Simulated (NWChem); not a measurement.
System: TiSCl$_{2}$; SMILES [S]=[Ti]([Cl])[Cl]

NWChem input:

```
start job
memory heap 200 mb stack 900 mb global 1100 mb
geometry units angstroms noautosym nocenter noautoz
  Ti     0.026360    -0.000068     0.152595
  S      2.056065    -0.004997    -0.122704
  Cl    -0.991438    -1.949265    -0.110428
  Cl    -0.981998     1.954000    -0.110643
end
basis spherical
  Ti library 6-31g*
  S library 6-31g*
  Cl library 6-31g*
end
dft
  xc hfexch
  iterations 150
end
property
  shielding 3 1 2 3
  efieldgrad
end
task dft property
```

Structure relaxed at the B3LYP/6-31G* (spherical d) level.

GIAO values for the isolated, static molecule; σ is the absolute isotropic shielding.

Atoms are numbered as in the input.

Question: Give the results of this calculation. (Hartree-Fock/6-31G* (spherical d), GIAO.) Quantities: σ Ti1 (ppm); σ S2 (ppm); σ Cl3 (ppm).

Answer: The σ Ti1 (ppm) is -2652.7 and the σ S2 (ppm) is -4535.9. The σ Cl3 (ppm) is 503.1.
